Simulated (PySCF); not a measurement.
# Bonding in `C=C[P@@](C)(=O)C(C)C`

Species: C6H13OP.
Numbering: `[CH2:1]=[CH:2][P@@:3]([CH3:4])(=[O:5])[CH:6]([CH3:7])[CH3:8]` (hydrogens: H9, H10 on C1; H11 on C2; H12, H13, H14 on C4; H15 on C6; H16, H17, H18 on C7; H19, H20, H21 on C8)

Cartesian coordinates in Å at the PBE0-D3(BJ)/def2-SVP level; atoms count from 1:
```
atom  x, y, z in Å
C1     2.3386    0.6677   -0.5454
C2     1.3894   -0.2564   -0.7055
P3     0.0645   -0.3567    0.5247
C4     0.1165   -2.0805    1.1002
O5     0.2035    0.6656    1.6160
C6    -1.4977   -0.1803   -0.4304
C7    -1.5396    1.2241   -1.0252
C8    -2.6897   -0.4423    0.4857
H9     3.1710    0.7760   -1.2477
H10    2.2899    1.3455    0.3143
H11    1.3988   -0.9506   -1.5550
H12   -0.6516   -2.2261    1.8725
H13    1.1030   -2.2603    1.5503
H14   -0.0466   -2.7916    0.2767
H15   -1.4727   -0.9324   -1.2404
H16   -1.4617    1.9732   -0.2224
H17   -0.7101    1.3985   -1.7267
H18   -2.4854    1.3885   -1.5645
H19   -2.6398    0.2141    1.3686
H20   -3.6335   -0.2347   -0.0419
H21   -2.7283   -1.4846    0.8363
```

Bond orders from the PBE0/pcSseg-1 density (PySCF). Geometry: PBE0-D3(BJ)/def2-SVP, one conformer, isolated molecule.

(1) How far do the computed orders between heavy atoms stray from the drawn ones?

(2) Set the Mayer orders of the bonds beside their lengths.

Answers

(1) The largest departure is 0.196, at P3–O5 (drawn double, 1.804). Drawn single, order below 0.88: C2–P3 (0.878) and P3–C6 (0.874).

(2) 
| bond | drawn as | length (Å) | Mayer order |
| --- | --- | --- | --- |
| C1–C2 | double | 1.334 | 1.961 |
| C2–P3 | single | 1.811 | 0.878 |
| P3–C4 | single | 1.818 | 0.970 |
| P3–O5 | double | 1.502 | 1.804 |
| P3–C6 | single | 1.840 | 0.874 |
| C6–C7 | single | 1.526 | 1.024 |
| C6–C8 | single | 1.526 | 1.022 |
| C1–H9 | single | 1.094 | 0.949 |
| C1–H10 | single | 1.096 | 0.936 |
| C2–H11 | single | 1.097 | 0.927 |
| C4–H12 | single | 1.099 | 0.940 |
| C4–H13 | single | 1.099 | 0.947 |
| C4–H14 | single | 1.100 | 0.934 |
| C6–H15 | single | 1.106 | 0.917 |
| C7–H16 | single | 1.101 | 0.953 |
| C7–H17 | single | 1.100 | 0.960 |
| C7–H18 | single | 1.101 | 0.962 |
| C8–H19 | single | 1.101 | 0.953 |
| C8–H20 | single | 1.101 | 0.963 |
| C8–H21 | single | 1.100 | 0.962 |

By pair of heavy elements: C–C: lowest C6–C8 and C6–C7 (1.022, 1.526 Å), highest C1–C2 (1.961, 1.334 Å). C–P: lowest P3–C6 (0.874, 1.840 Å), highest P3–C4 (0.970, 1.818 Å); in 1 of the 3 pairs the longer bond (by over 0.003 Å) has the higher order (by 0.02 or more). Bonds named together lie within 0.004.

Q: Sum the orders of all bonds at each heavy atom with more than one neighbour and set the sums beside the valence in the SMILES.

A: C1 3.846 (drawn 4), C2 3.766 (drawn 4), P3 4.526 (drawn 5), C4 3.791 (drawn 4), C6 3.837 (drawn 4), C7 3.899 (drawn 4), C8 3.900 (drawn 4). Orders between atoms that aren't bonded are not in these sums.

The Mayer order sums products of elements of PS (density times overlap matrix) between the two atoms' basis functions, so it depends on the basis set.
